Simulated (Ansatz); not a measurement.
Computed with Ansatz on PBE0-D4/def2-TZVP structures; ΔE is electronic, products minus reactants. CCSD(T)/CBS adds triple-zeta CCSD(T) − MP2 to the extrapolated MP2 energy (def2 sets, frozen cores). This one scheme is used for every species. DFT in def2-TZVPP. One conformer a species, not always the lowest.

`FB(S)O[SiH3]` + NH₃ → `NB(S)O[SiH3]` + H–F  (ligand exchange at a B–F bond)

`FB(S)O[SiH3]`:

Cartesian coordinates in Å:
```
F -1.028 1.476 1.743
B -0.668 0.504 0.913
S -1.520 -1.102 0.993
O 0.321 0.745 0.037
Si 1.131 -0.055 -1.161
H -2.343 -0.742 1.990
H 0.918 0.684 -2.427
H 2.569 -0.067 -0.806
H 0.620 -1.443 -1.283
```

NH₃:

Cartesian coordinates in Å:
```
N -0.053 -0.124 0.248
H -0.745 -0.368 -0.449
H -0.052 0.886 0.324
H 0.850 -0.394 -0.122
```

`NB(S)O[SiH3]`:

Cartesian coordinates in Å:
```
N -1.931 -0.632 -0.185
B -0.612 -0.355 0.199
S 0.156 -1.084 1.704
O 0.133 0.491 -0.572
Si 1.667 1.075 -0.614
H -2.322 -0.218 -1.014
H -2.555 -1.233 0.318
H -0.902 -1.816 2.081
H 2.386 0.460 -1.758
H 2.387 0.770 0.649
H 1.592 2.543 -0.808
```

H–F:

Z-matrix (Å, degrees):
```
F
H 1 0.920
```

```tsv
level	ΔE (kJ/mol)
r2SCANh-D4	43.3
ωB97M-V	42.0
```

(1) What does CCSD(T)/CBS give? (An estimate is asked.)

Largest T1 diagnostic among the species: 0.013.

Answers

(1) Computed: +36.2 kJ/mol. The listed levels differ from it by 7.1, 5.8 kJ/mol.

At CCSD(T), def2-SVP lies +13.2 kJ/mol from the extrapolated value and def2-TZVPP +4.0 kJ/mol. From BLYP to BHLYP (50 % exact exchange), in def2-TZVPP and without D4, ΔE moves by −3.4 kJ/mol.
